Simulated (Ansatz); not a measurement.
Ideal-gas functions of `[Ge][Te]` at 800 K and 1 bar, from an Ansatz frequency run at PBE0-D4/def2-TZVP.

Molar mass 200.21 g/mol, point group C∞v (symmetry number 1), electronic degeneracy 1, moments of inertia 253.062 u Å². Harmonic wavenumbers (cm⁻¹, unscaled): 338.

Use S(trans) = R[1.5 ln M + 2.5 ln T − 1.1517]; rotational temperatures θ = 24.2544 K / I; S(rot) = R[ln(T/σθ) + 1]; for each mode x = 1.438777 ν̃/T, S = R[x/(eˣ − 1) − ln(1 − e⁻ˣ)] and H = RT x/(eˣ − 1); 1 cm⁻¹ = 0.0119627 kJ/mol; R = 8.31446 J/(mol·K).

By hand: the entropy, in J/(mol·K).

Translation 195.5. Rotation: θ = 0.0958 K, giving 83.4. Vibration, mode by mode: 12.58, in all 12.6. Electronic 0.0. Sum 291.5 J/(mol·K).

By hand: H − E and G − E in kJ/mol, counted from the electronic energy.

Zero-point energy ½ × 338 × 0.0119627 = 2.0; thermal vibration 4.8; translation, rotation and pV give 3.5 RT = 23.3. H − E = 30.1 kJ/mol, and G − E = 30.1 − 800 × 291.5/1000 = -203.1 kJ/mol.

Vibration gives 4 % of the entropy.
